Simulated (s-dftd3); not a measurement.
H$_{4}$P, charge +1, singlet, geometry from GFN2-xTB; D3(bjm) for pbe (s-dftd3 1.4.0).

Here is a job for s-dftd3.
```
$ s-dftd3 mol.xyz --bjm pbe --json dftd3.json --noedisp --grad

# file mol.xyz
5

P     -0.00000000    -0.00000000    -0.00000000
H     -0.00987336     1.28259337    -0.49515063
H      1.12686123    -0.65279636    -0.44086058
H     -1.11826107    -0.66909633    -0.43831456
H      0.00127320     0.03929932     1.37432577
```

Output, abridged:

```
-----------------------------------
 s i m p l e   D F T - D 3  v1.4.0
-----------------------------------

Rational (Becke-Johnson) damping: pbe-D3(BJ)
---------------------
  s6         1.0000
  s8         0.3589
  s9         0.0000
  a1         0.0121
  a2         5.9390
 alp        14.0000
--------------------

Dispersion energy:      -2.7095682057214E-03 Eh

Gradient norm:           6.3406708772325E-05 Eh/a0
--------------------------------------------------
     #    Z           dE/dx      dE/dy      dE/dz
--------------------------------------------------
     1   15 P     3.670E-15 -1.651E-14 -6.701E-15
     2    1 H    -2.277E-07  2.958E-05 -1.142E-05
     3    1 H     2.598E-05 -1.505E-05 -1.017E-05
     4    1 H    -2.579E-05 -1.543E-05 -1.011E-05
     5    1 H     2.936E-08  9.062E-07  3.169E-05
--------------------------------------------------

Virial:
--------------------------------------------------
      component           x          y          z
--------------------------------------------------
          x       1.098E-04 -5.754E-14  3.212E-13
          y      -5.754E-14  1.098E-04 -1.675E-13
          z       3.212E-13 -1.675E-13  1.098E-04
--------------------------------------------------

[Info] JSON dump of results written to 'dftd3.json'
```
